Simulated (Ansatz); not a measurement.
Computed with Ansatz on PBE0-D4/def2-TZVP structures; ΔE is electronic, products minus reactants. CBS: MP2 limit from def2 TZ/QZ plus the TZ coupled-cluster correction, frozen cores. Functionals use def2-TZVPP. One conformer a species, not always the lowest.

`CBOCN` + CH₃NH₂ → `CNCN` + `CBO`  (substitution at a C–O bond)

```csv
level,ΔE (kJ/mol)
r2SCAN-D4,-21.3
HF/CBS(def2),-12.4
```

What does CCSD(T)/CBS give? (Best estimate.)

The calculation gave: -21.7 kJ/mol. The listed levels differ from it by 0.4, 9.3 kJ/mol.

Largest T1 diagnostic among the species: 0.012.

In def2-TZVPP, CCSD(T) changes the Hartree–Fock value by −8.9 kJ/mol (the triples alone add −0.8 kJ/mol) and MP2 by −12.4 kJ/mol.
